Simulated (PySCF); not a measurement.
## Field gradients at the hydrogen positions

Compound: C5H6F2Si2.
Atom-mapped SMILES: `[CH:1]#[C:2][Si@:3]1([F:4])[CH:5]=[C:6]([CH2:7][F:8])[SiH2:9]1` (hydrogens: H10 on C1; H11 on C5; H12, H13 on C7; H14, H15 on Si9)

Geometry (GFN2-xTB, Å), atoms numbered from 1 in this order:
```
atom  x, y, z in Å
C1    -3.9931    0.1663    0.3523
C2    -2.8917   -0.0122   -0.0955
Si3   -1.1936   -0.2097   -0.8008
F4    -1.4504   -1.1034   -2.1381
C5     0.0674   -1.0300    0.3643
C6     1.0991   -0.1718    0.3778
C7     2.3695   -0.3466    1.1295
F8     3.1090    0.8180    1.1208
Si9    0.6048    1.2752   -0.7761
H10   -4.9608    0.3032    0.7427
H11    0.0426   -1.9554    0.9228
H12    2.1992   -0.6013    2.1831
H13    3.0032   -1.1164    0.6695
H14    0.4892    2.5637   -0.0900
H15    1.5011    1.4283   -1.9267
```

Level: PBE0/pcSseg-1 (PySCF, non-relativistic); Q(2H) = 0.00286 b; rigid geometry, the same for H and D, with no vibrational averaging.

Question: Rank these positions by the coupling χzz of a deuteron there, largest first.
A. H10 (alkyne hydrogen)
B. H11 (vinylic hydrogen)
C. H14 (Si–H hydrogen)
D. H12 (methylene hydrogen)

Answer: A (259 kHz), B (223 kHz), D (192 kHz), C (109 kHz).

Q: Give the electric field gradient Vzz (the principal value of largest size), its asymmetry and the 2H coupling at each hydrogen.

A: 
```csv
atom,bonded to,bond length (Å),Vzz (au),η,χzz (kHz)
H10,C1,1.052,0.3856,0.00,259
H11,C5,1.081,0.3313,0.01,223
H12,C7,1.097,0.2851,0.08,192
H13,C7,1.098,0.2835,0.07,190
H14,Si9,1.464,0.1623,0.02,109
H15,Si9,1.466,0.1607,0.02,108
```

Q: Average by the element that carries the hydrogen.

A: on C: 216 kHz over 4 positions, mean bond length 1.082 Å; on Si: 109 kHz over 2 positions, mean bond length 1.465 Å.

Q: A static deuteron (I = 1) shows a doublet split by (3/2)χ, (3/4)χ(1 + η) and (3/4)χ(1 − η) with the field along z, y and x of the gradient. What are these for H15?

A: With |χ| = 108.0 kHz and η = 0.022: 162, 83 and 79 kHz, to first order and without motion.

Geometry: GFN2-xTB, one conformer, isolated molecule. GFN2-xTB bond lengths can be off by several hundredths of an ångström, more for odd bonds, and the gradients follow them. With so small a basis the couplings can be 20 % off.
